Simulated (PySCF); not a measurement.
## Electron correlation in Cu (copper, neutral)

[Ar] 3d10 4s1, 2S determinant. All numbers are calculated (PySCF 2.14, the non-relativistic Hamiltonian (point nucleus), in 6-31G*). Frozen: [Ar]; 11 electrons correlated.

MP2 pair energies summed by pair of shells (mhartree):

| pair | energy | share (%) |
| --- | --- | --- |
| 3d-3d | -243.51 | 95.5 |
| 3d-4s | -11.57 | 4.5 |

Total MP2 correlation energy: -255.07 mhartree.

Same-spin part -93.42 and opposite-spin part -161.66 mhartree; SCS-MP2 scales them by 1/3 and 6/5 to -225.13 mhartree.

```json
{"level": "CCSD", "correlation energy (mhartree)": "-227.61"}
{"level": "(T)", "correlation energy (mhartree)": "-7.29"}
{"level": "CCSD(T)", "correlation energy (mhartree)": "-234.90"}
```

Diagnostics: T1 = 0.0091, D1 = 0.0342, largest double amplitude 0.032.

Cost of the coupled-cluster step: 0.68 s of wall time on 1 thread of Neoverse-N1 (shared host), for 11 correlated electrons.
